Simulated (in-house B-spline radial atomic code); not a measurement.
# CAM-B3LYP excitations of P³⁺

Method: CAM-B3LYP. Computed with an all-electron radial atomic-structure program (B-spline basis): linear response of the closed shell [Ne] 3s2 with the functional's adiabatic kernel; non-relativistic, point nucleus, no spin-orbit coupling, no double excitations, S, P, D and F terms only.

Command:
```bash
python run_td.py task.json out
```
Settings (radii: box in bohr, nucleus in fm):
```
Z                        15
electrons                12
configuration            [Ne] 3s2
hamiltonian              nr
method                   camb3lyp
box_radius               23.08
intervals                52
```

Time taken, with all properties: 0.3 s on 1 thread of Intel(R) Xeon(R) 6975P-C (Granite Rapids), with other jobs on the host.

The lowest states, in the order of their Tamm-Dancoff energies; the method's threshold (minus the highest occupied level) is 48.45 eV. Labels give the largest channel, * marks a mixed state, and oscillator strengths are full-response dipole values. Semilocal kernels can invert the small singlet-triplet splittings of Rydberg terms. Energies in eV:

```csv
state,full response,Tamm-Dancoff,oscillator strength
3s → 3p 3P,7.820,8.102,-
3s → 3p 1P,13.035,13.577,1.47
3s → 3d 3D,22.109,22.168,-
3s → 3d 1D,24.064,24.076,-
3s → 4s 3S,27.348,27.352,-
3s → 4s 1S,28.292,28.322,-
3s → 4p 3P,30.64,30.65,-
3s → 4p 1P,?,?,?
3s → 4d 3D,35.00,35.01,-
3s → 4d 1D,35.25,35.25,-
3s → 4f 3F,36.21,36.21,-
3s → 4f 1F,?,?,-
3s → 5s 3S,36.84,36.85,-
3s → 5s 1S,37.16,37.17,-
3s → 5p 3P,38.23,38.24,-
3s → 5p 1P,38.38,38.39,0.0287
```

Where does 3s → 4f 1F lie?

At 36.26 eV in full response, 36.26 eV in Tamm-Dancoff.

Where does 3s → 4p 1P lie?

At 31.01 eV in full response, 31.05 eV in Tamm-Dancoff, oscillator strength 0.0551.

How large is the singlet-triplet splitting of 3s → 3p (P terms) in Tamm-Dancoff?

5.47 eV, from the unrounded values.

What polarisabilities and dispersion coefficient does the method give?

Dipole 6.629 bohr³, quadrupole 13.55 bohr⁵, C6 16.63 hartree·bohr⁶ for two such species.
